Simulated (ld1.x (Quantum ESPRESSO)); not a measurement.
# Configuration tests for Ni (TM)

ld1.x (Quantum ESPRESSO) 7.5 input, shortened:

```
&input
   title='Ni', zed=28., rel=1, dft='PBE', iswitch=3,
   config='[Ar] 3d8 4s2 4p0'
 /
 &inputp
   pseudotype=2, tm=.true., lloc=0,
   nlcc=.false.
 /
3
3P  2  1   6.00   0.00  1.15  1.15  0.0
3D  3  2   8.00   0.00  1.40  1.40  0.0
3S  1  0   2.00   0.00  0.80  0.80  0.0
 &test
   configts(1)='3s2 3p6 3d8 4s2 4p0'
 /
```

Occupied shells without a wave of their own: 4s. They enter only through the test configuration that unscreens the potential.

Energies are relative to the spin-unpolarised reference configuration 3s2 3p6 3d8 4s2 4p0; without spin polarisation the order of configurations can differ from experiment.

```csv
valence configuration,charge,ΔE all-electron (eV),error AE − PS (meV)
3s2 3p6 3d8 4s1 4p0,+1,9.322,-102
3s2 3p6 3d8 4s0 4p0,+2,26.673,-259
3s2 3p6 3d7 4s0 4p0,+3,64.140,-411
3s2 3p6 3d8 4s1.5 4p0,+0.5,3.717,-45
3s2 3p6 3d8 4s1 4p1,0,4.596,-70
```

What are ΔE and the potential's error for 3s2 3p6 3d9 4s1 4p0?

ΔE = -1.595 eV all-electron; the error (AE − PS) is -52 meV.

What are ΔE and the potential's error for 3s2 3p6 3d6 4s0 4p0?

ΔE = 121.697 eV all-electron; the error (AE − PS) is -484 meV.

Levels in the configuration 3s2 3p6 3d6 4s0 4p0:

| level | all-electron (eV) | pseudo (eV) |
| --- | --- | --- |
| 3s | -173.084 | -173.335 |
| 3p | -132.928 | -133.188 |
| 3d | -68.474 | -68.436 |

The 4s level has no wave, so the channel is fitted at the deeper level alone: the likely source of the large errors.
